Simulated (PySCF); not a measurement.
Run record: geometry optimisation, `C1C[C@H]2[C@@H](C[C@@H]1C(Cl)(Cl)Cl)O2`.

Computed with PBE0-D3(BJ)/def2-SVP geometry optimisation, gas phase (PySCF 2.14.0). Start geometry: GFN2-xTB. The input is one job of a driver script: a line of settings, then coordinates in Å.

Input:
```
{"job": {"xc": "PBE0", "basis": "def2-SVP", "d3": "d3bj", "grid": 1, "kind": "geom"}, "charge": 0, "multiplicity": 1}
Cl     2.752347     1.937352    -0.872196
C      2.273036     0.446416    -0.019820
Cl     3.361354    -0.850262    -0.575616
Cl     2.549025     0.693891     1.715545
C      0.818136     0.102218    -0.320983
C     -0.136075     1.192344     0.175511
C     -1.519225     0.963811    -0.427234
C     -2.011923    -0.432538    -0.126045
O     -1.884464    -0.901241     1.185219
C     -1.065123    -1.498207     0.217300
C      0.428711    -1.243717     0.304065
H      0.734054     0.029449    -1.411522
H     -0.204116     1.146116     1.263065
H      0.227217     2.179316    -0.109597
H     -1.486641     1.091971    -1.511588
H     -2.225045     1.689066    -0.018621
H     -2.945404    -0.706997    -0.614496
H     -1.340151    -2.523652    -0.018236
H      0.955350    -2.056271    -0.196011
H      0.713789    -1.248385     1.358223
```

Output:
```
step   0  E = -1726.44114850  max force = 0.016003
step   1  E = -1726.44298512  max force = 0.002620
step   2  E = -1726.44302354  max force = 0.000488
step   3  E = -1726.44302980  max force = 0.000272
optimisation converged
```

Energies in Eh; «max force» is the largest Cartesian gradient component in Eh/bohr.

**Question.** Give the first gradient maximum in eV/Å.

**Answer.** With 1 Eh/bohr = 51.422 eV/Å, 0.823 eV/Å.

In short: final energy -1726.44303 Eh after 3 steps; dipole 2.24 D.

**Question.** How long does this job take on one thread of an Arm Neoverse V2, no GPU (shared host)?

**Answer.** About 2.2 min.
Labels such as C1 count atoms from 1, the log's own numbers from 0.
